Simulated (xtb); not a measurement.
C3H7S (SMILES C[C](C)S), doublet, at a GFN2-xTB geometry, atoms displaced at random by about 0.1 Å a coordinate; GFN2-xTB (xtb 6.7.1).

xtb was given this input:
```
$ xtb mol.xyz --gfn 2 --uhf 1 --opt --json

# file mol.xyz
11

C      1.33406378    -0.97985319     0.10509959
C     -0.17801365    -0.39527068     0.14547594
C     -1.24596963    -0.98376468    -0.06480603
S      0.11850814     1.24990365     0.06810918
H      1.41581532    -1.36506441    -0.83478386
H      1.36850970    -1.99590120     0.82375839
H      2.06783128    -0.46592051     0.14397538
H     -2.08380709    -0.51830931     0.46806441
H     -1.57170304    -1.40182963    -0.83908463
H     -1.19670825    -1.98279564     0.72043603
H     -1.40736123     1.54884699     0.15513448
```

The log (banner, timings and long lists left out):

```
   ID    Z sym.   atoms
    1    6 C      1-3
    2   16 S      4
    3    1 H      5-11

           -------------------------------------------------
          |                Calculation Setup                |
           -------------------------------------------------

           -------------------------------------------------
          |                 G F N 2 - x T B                 |
           -------------------------------------------------

          ...................................................
          :                      SETUP                      :
          :.................................................:
          :  # basis functions                  29          :
          :  # atomic orbitals                  28          :
          :  # shells                           16          :
          :  # electrons                        25          :
          :  max. iterations                   250          :
          :  Hamiltonian                  GFN2-xTB          :
          :  restarted?                      false          :
          :  GBSA solvation                  false          :
          :  PC potential                    false          :
          :  electronic temp.          300.0000000     K    :
          :  accuracy                    1.0000000          :
          :  -> integral cutoff          0.2500000E+02      :
          :  -> integral neglect         0.1000000E-07      :
          :  -> SCF convergence          0.1000000E-05 Eh   :
          :  -> wf. convergence          0.1000000E-03 e    :
          :  Broyden damping             0.4000000          :
          :  net charge                          0          :
          :  unpaired electrons                  1          :
          ...................................................

 iter      E             dE          RMSdq      gap      omega  full diag
   1    -13.2602195 -0.132602E+02  0.341E+00    1.04       0.0  T
   2    -13.2880867 -0.278672E-01  0.189E+00    1.82       1.0  T
   3    -13.2933497 -0.526293E-02  0.101E+00    1.33       1.0  T
   4    -13.2951024 -0.175277E-02  0.310E-01    1.41       1.0  T
   5    -13.2951288 -0.263318E-04  0.131E-01    1.39       1.0  T
   6    -13.2951377 -0.894324E-05  0.361E-02    1.40       1.0  T
   7    -13.2951391 -0.142548E-05  0.140E-02    1.40       2.1  T
   8    -13.2951392 -0.503016E-07  0.383E-03    1.40       7.9  T
   9    -13.2951392 -0.961005E-08  0.136E-03    1.40      22.2  T
  10    -13.2951392 -0.599382E-09  0.392E-04    1.40      76.9  T
  11    -13.2951392 -0.336797E-10  0.152E-04    1.40     197.9  T

   *** convergence criteria satisfied after 11 iterations ***

         :::::::::::::::::::::::::::::::::::::::::::::::::::::
         ::                     SUMMARY                     ::
         :::::::::::::::::::::::::::::::::::::::::::::::::::::
         :: total energy             -12.999764828234 Eh    ::
         :: gradient norm              0.569897063676 Eh/a0 ::
         :: HOMO-LUMO gap              1.397571494489 eV    ::
         ::.................................................::
         :: SCC energy               -13.295134560418 Eh    ::
         :: -> isotropic ES            0.003476718615 Eh    ::
         :: -> anisotropic ES          0.002041840220 Eh    ::
         :: -> anisotropic XC          0.005845924522 Eh    ::
         :: -> dispersion             -0.005954099305 Eh    ::
         :: repulsion energy           0.295369732184 Eh    ::
         :: add. restraining           0.000000000000 Eh    ::
         :: total charge               0.000000000000 e     ::
         :::::::::::::::::::::::::::::::::::::::::::::::::::::

      -----------------------------------------------------------
     |                   =====================                   |
     |                        A N C O P T                        |
     |                   =====================                   |
     |               Approximate Normal Coordinate               |
     |                Rational Function Optimizer                |
      -----------------------------------------------------------
      -----------------------------------------------------------
     |                   =====================                   |
     |                        A N C O P T                        |
     |                   =====================                   |
     |               Approximate Normal Coordinate               |
     |                Rational Function Optimizer                |
      -----------------------------------------------------------

          ...................................................
          :                      SETUP                      :
          :.................................................:
          :   optimization level            normal          :
          :   max. optcycles                   200          :
          :   ANC micro-cycles                  20          :
          :   degrees of freedom                27          :
          :.................................................:
          :   RF solver                   davidson          :
          :   write xtbopt.log                true          :
          :   linear?                        false          :
          :   energy convergence         0.5000000E-05 Eh   :
          :   grad. convergence          0.1000000E-02 Eh/α :
          :   maxmium RF displ.          1.0000000          :
          :   Hlow (freq-cutoff)         0.1000000E-01      :
          :   Hmax (freq-cutoff)         5.0000000          :
          :   S6 in model hess.         20.0000000          :
          ...................................................

generating ANC from exact Hessian ...
Using Lindh-Hessian (1995)
 Shifting diagonal of input Hessian by    7.0334708134683777E-003
 Lowest  eigenvalues of input Hessian
    0.000000    0.000000    0.000000    0.000000    0.000000    0.000000
[...]
 * total energy  :   -13.1319875 Eh     change       -0.1322227E+00 Eh
 * total energy  :   -13.1648718 Eh     change       -0.3288427E-01 Eh
 * total energy  :   -13.1678167 Eh     change       -0.2944937E-02 Eh
 * total energy  :   -13.1688846 Eh     change       -0.1067848E-02 Eh
 * total energy  :   -13.1692787 Eh     change       -0.3941160E-03 Eh
 * total energy  :   -13.1696036 Eh     change       -0.3249477E-03 Eh
 * total energy  :   -13.1697283 Eh     change       -0.1246393E-03 Eh
 * total energy  :   -13.1697788 Eh     change       -0.5049256E-04 Eh
 * total energy  :   -13.1698101 Eh     change       -0.3137630E-04 Eh
 * total energy  :   -13.1698251 Eh     change       -0.1493048E-04 Eh
 * total energy  :   -13.1698337 Eh     change       -0.8655699E-05 Eh
 * total energy  :   -13.1698382 Eh     change       -0.4447357E-05 Eh
 * total energy  :   -13.1698403 Eh     change       -0.2072399E-05 Eh
   *** GEOMETRY OPTIMIZATION CONVERGED AFTER 14 ITERATIONS ***
[...]
         :: total energy             -13.169840250348 Eh    ::
         :: gradient norm              0.000808014732 Eh/a0 ::
         :: HOMO-LUMO gap              2.773108498719 eV    ::
         ::.................................................::
         :: SCC energy               -13.327205186147 Eh    ::
         :: -> isotropic ES            0.004725501225 Eh    ::
         :: -> anisotropic ES          0.002778406540 Eh    ::
         :: -> anisotropic XC          0.006567304199 Eh    ::
         :: -> dispersion             -0.005818824051 Eh    ::
         :: repulsion energy           0.157364935799 Eh    ::
         :: add. restraining           0.000000000000 Eh    ::
         :: total charge              -0.000000000000 e     ::
         :::::::::::::::::::::::::::::::::::::::::::::::::::::

           -------------------------------------------------
          |                Property Printout                |
           -------------------------------------------------

    * Orbital Energies and Occupations

         #    Occupation            Energy/Eh            Energy/eV
      -------------------------------------------------------------
         1        2.0000           -0.7142748             -19.4364
         2        2.0000           -0.6197265             -16.8636
         3        2.0000           -0.5987907             -16.2939
         4        2.0000           -0.5474540             -14.8970
         5        2.0000           -0.5108327             -13.9005
         6        2.0000           -0.5049382             -13.7401
         7        2.0000           -0.4991940             -13.5838
         8        2.0000           -0.4728479             -12.8668
         9        2.0000           -0.4672434             -12.7143
        10        2.0000           -0.4528464             -12.3226
        11        2.0000           -0.4409481             -11.9988
        12        2.0000           -0.3996294             -10.8745
        13        1.0000           -0.2910716              -7.9205 (HOMO)
        14                         -0.1891618              -5.1474 (LUMO)
        15                         -0.1134909              -3.0882
        16                         -0.0140724              -0.3829
        17                         -0.0124384              -0.3385
        18                          0.0287758               0.7830
        19                          0.1156915               3.1481
        20                          0.1527356               4.1561
        21                          0.1806709               4.9163
        22                          0.1863967               5.0721
        23                          0.2093652               5.6971
        24                          0.2174037               5.9159
       ...                                ...                  ...
        28                          0.5855924              15.9348
      -------------------------------------------------------------
                  HL-Gap            0.1019099 Eh            2.7731 eV
             Fermi-level           -0.2927336 Eh           -7.9657 eV

     #   Z          covCN         q      C6AA      α(0)
     1   6 C        3.794    -0.098    22.371     6.735
     2   6 C        2.929    -0.005    28.144     8.700
     3   6 C        3.779    -0.099    22.408     6.744
     4  16 S        1.965    -0.222   150.532    20.650
     5   1 H        0.924     0.044     2.399     2.422
     6   1 H        0.924     0.044     2.400     2.423
     7   1 H        0.925     0.048     2.351     2.398
     8   1 H        0.925     0.037     2.488     2.467
     9   1 H        0.924     0.045     2.384     2.415
    10   1 H        0.925     0.044     2.391     2.418
    11   1 H        0.923     0.162     1.315     1.793

 Mol. C6AA /au·bohr⁶  :       1399.381473
 Mol. C8AA /au·bohr⁸  :      40474.282891
 Mol. α(0) /au        :         59.165501

Wiberg/Mayer (AO) data.
largest (>0.10) Wiberg bond orders for each atom

 ---------------------------------------------------------------------------
     #   Z sym  total        # sym  WBO       # sym  WBO       # sym  WBO
 ---------------------------------------------------------------------------
     1   6 C    3.997 --     2 C    1.058     7 H    0.982     6 H    0.969
                             5 H    0.953
     2   6 C    3.485 --     4 S    1.293     1 C    1.058     3 C    1.055
     3   6 C    3.997 --     2 C    1.055     8 H    0.978    10 H    0.974
                             9 H    0.952
     4  16 S    2.343 --     2 C    1.293    11 H    0.951
     5   1 H    0.997 --     1 C    0.953
     6   1 H    0.998 --     1 C    0.969
     7   1 H    0.998 --     1 C    0.982
     8   1 H    0.999 --     3 C    0.978
     9   1 H    0.996 --     3 C    0.952
    10   1 H    0.998 --     3 C    0.974
    11   1 H    0.974 --     4 S    0.951
 ---------------------------------------------------------------------------

Topologies differ in total number of bonds
Writing topology from bond orders to xtbtopo.mol

molecular dipole:
                 x           y           z       tot (Debye)
 q only:       -0.342      -0.311       0.122
   full:       -0.478      -0.558       0.085       1.879
molecular quadrupole (traceless):
                xx          xy          yy          xz          yz          zz
 q only:        1.498      -1.739      -0.284      -0.237       0.563      -1.214
  q+dip:        2.292      -2.232      -1.305      -0.322       1.123      -0.987
   full:        2.538      -2.441      -1.151      -0.527       1.057      -1.387

optimized geometry written to: xtbopt.xyz

           -------------------------------------------------
          | TOTAL ENERGY              -13.169840250348 Eh   |
          | GRADIENT NORM               0.000808014732 Eh/α |
          | HOMO-LUMO GAP               2.773108498719 eV   |
           -------------------------------------------------
```
